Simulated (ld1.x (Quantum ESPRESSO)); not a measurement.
Co: PAW pseudisation with PBE, scalar-relativistic reference atom.

The input file (ld1.x (Quantum ESPRESSO) 7.5):

```
&input
   title='Co', zed=27., rel=1, dft='PBE', iswitch=3,
   config='[Ar] 3d7 4s1.5 4p0',
   nld=3, rlderiv=1.55, eminld=-10.0, emaxld=5.0, deld=0.04
 /
 &inputp
   pseudotype=3, lpaw=.true., tm=.true., lloc=-2, rcloc=0.80,
   nlcc=.true., new_core_ps=.true., rcore=0.85,
   which_augfun='PSQ', rmatch_augfun_nc=.true.,
   file_pseudopw='Co.UPF', file_wfcaegen='ae.wfc', file_wfcncgen='nc.wfc', file_beta='beta', file_chi='chi', file_wfcusgen='us.wfc'
 /
6
3S  1  0   2.00   0.00  1.30  1.40  0.0
4S  2  0   1.50   0.00  1.30  1.40  0.0
3P  2  1   6.00   0.00  1.10  1.25  0.0
4P  3  1   0.00   0.00  1.10  1.25  0.0
3D  3  2   7.00   0.00  0.75  1.00  0.0
3D  3  2   0.00   3.35  0.75  1.00  0.0
 &test
   configts(1)='3s2 3p6 3d7 4s1.5 4p0'
 /
```

Command:

```bash
ld1.x < Co.in > Co.out
```

The program printed (shortened: banner, matrices, multipoles, cross overlaps and the repeated all-electron block are left out):

```
Program LD1 v.7.5
     --------------------------- All-electron run ----------------------------

     Co
     scalar relativistic calculation

     atomic number is 27.00
     dft =PBE   lsd =0 sic =0 latt =0  beta=0.20 tr2=1.0E-14
     Exchange-correlation= PBE
                           (   1   4   3   4   0   0   0)
     mesh =1193 r(mesh) =  99.89935 a.u. xmin = -7.00 dx = 0.01250
     1 Ry =  13.60569312 eV, c = 137.03599908

     n l     nl                  e(Ry)          e(Ha)          e(eV)
     1 0     1S 1( 2.00)      -558.3936      -279.1968     -7597.3314
     2 0     2S 1( 2.00)       -66.3803       -33.1901      -903.1498
     2 1     2P 1( 6.00)       -56.8949       -28.4475      -774.0949
     3 0     3S 1( 2.00)        -7.8360        -3.9180      -106.6148
     3 1     3P 1( 6.00)        -5.1342        -2.5671       -69.8541
     3 2     3D 1( 7.00)        -0.9107        -0.4554       -12.3909
     4 0     4S 1( 1.50)        -0.6607        -0.3303        -8.9888
     4 1     4P 1( 0.00)        -0.3091        -0.1545        -4.2050

     final scf error:  7.5E-15 reached in  27 iterations

     Etot =   -2786.030079 Ry,   -1393.015039 Ha,  -37905.870282 eV

     Ekin =    2822.016736 Ry,    1411.008368 Ha,   38395.493698 eV
     Encl =   -6666.177656 Ry,   -3333.088828 Ha,  -90697.967496 eV
     Eh   =    1176.570388 Ry,     588.285194 Ha,   16008.055631 eV
     Exc  =    -118.439546 Ry,     -59.219773 Ha,   -1611.452115 eV

     normalization and overlap integrals

     s(1S/1S) =  1.000000  <r> =   0.0562  <r2> =    0.0042  r(max) =   0.0366
     s(2S/2S) =  1.000000  <r> =   0.2555  <r2> =    0.0770  r(max) =   0.2131
     s(2P/2P) =  1.000000  <r> =   0.2250  <r2> =    0.0622  r(max) =   0.1723
     s(3S/3S) =  1.000000  <r> =   0.7738  <r2> =    0.6917  r(max) =   0.6648
     s(3P/3P) =  1.000000  <r> =   0.8163  <r2> =    0.7868  r(max) =   0.6816
     s(3D/3D) =  1.000000  <r> =   1.0597  <r2> =    1.5069  r(max) =   0.6648
     s(4S/4S) =  1.000000  <r> =   2.7438  <r2> =    8.7028  r(max) =   2.2629
     s(4P/4P) =  1.000000  <r> =   3.7233  <r2> =   16.2768  r(max) =   2.9422

     ------------------------ End of All-electron run ------------------------

     --------------------- Generating PAW atomic setup --------------------

      Generating local potential from pseudized AE potential:
      Matching radius rcloc =   0.8000
      Enforcing V''(0)=0 (lloc=-2)

      Local pseudo, rcloc= 0.802 Estimated cut-off energy=    48.22 Ry

      Computing core charge for nlcc:

       r > 0.85 : true rho core
      Core charge pseudized with two Bessel functions
      Integrated core pseudo-charge :   0.19
      Wfc-us  3S rcutus= 1.390  Estimated cut-off energy=    28.56 Ry
      Wfc-us  4S rcutus= 1.390  Estimated cut-off energy=    58.88 Ry
      Wfc-us  3P rcutus= 1.258  Estimated cut-off energy=    52.71 Ry
      Wfc-us  4P rcutus= 1.258  Estimated cut-off energy=    96.38 Ry
      Wfc-us  3D rcutus= 1.004  Estimated cut-off energy=   112.77 Ry
      Wfc-us  3D rcutus= 1.004  Estimated cut-off energy=   148.44 Ry

     Required augmentation: PSQ   radius:    1.400000

     Q pseudized with Bessel functions
     Expected ecutrho=     722.9912 due to l1=  2   l2=  2

     Estimated PAW energy = -375.852055 Ryd

     ------------------- End of pseudopotential generation -------------------

     Computing logarithmic derivative in   1.54563
     Computing logarithmic derivative in   1.54563
     Computing the partial wave expansion
     R is outside the sphere for l=    0 j= 0.00
     R is outside the sphere for l=    0 j= 0.00
     R is outside the sphere for l=    1 j= 0.00
     R is outside the sphere for l=    1 j= 0.00
     R is outside the sphere for l=    2 j= 0.00
     R is outside the sphere for l=    2 j= 0.00

     ---------------------- Testing the pseudopotential ----------------------

     Co
     scalar relativistic calculation

     atomic number is 27.00   valence charge is 17.00
     dft = SLA  PW   PBX  PBC   lsd =0 sic =0 latt =0  beta=0.20 tr2=1.0E-14
     mesh =1193 r(mesh) =  99.89935 xmin = -7.00 dx = 0.01250

     n l     nl             e AE (Ry)        e PS (Ry)    De AE-PS (Ry)
     1 0     3S   1( 2.00)       -7.83604       -7.83601       -0.00003
     2 1     3P   1( 6.00)       -5.13418       -5.13415       -0.00003
     3 2     3D   1( 7.00)       -0.91071       -0.91070       -0.00002
     2 0     4S   1( 1.50)       -0.66067       -0.66066       -0.00001
     3 1     4P   1( 0.00)       -0.30907       -0.30906       -0.00001

     eps = 6.6E-16  iter =  6

     Etot =   -2786.030079 Ry,   -1393.015039 Ha,  -37905.870282 eV
     Etotps =  -375.852079 Ry,    -187.926040 Ha,   -5113.728050 eV

     Ekin =     327.281995 Ry,     163.640997 Ha,    4452.898384 eV
     Encl =    -830.723856 Ry,    -415.361928 Ha,  -11302.573849 eV
     Ehrt =     246.029419 Ry,     123.014710 Ha,    3347.400779 eV
     Ecxc =    -118.439638 Ry,     -59.219819 Ha,   -1611.453364 eV
     (Ecc =      -0.201193 Ry,      -0.100597 Ha,      -2.737373 eV)

     ---------------------- End of pseudopotential test ----------------------
```

The ghost test of this file was not conclusive. Its overlap operator is not positive definite in a basis up to 400 Ry (lowest eigenvalue p -0.25), so the file is unfit for use: the generalised eigenproblem breaks down once the basis is large enough, and its test numbers describe a broken file.

Generation and configuration tests took about 1.5 s on one core of a shared server CPU.
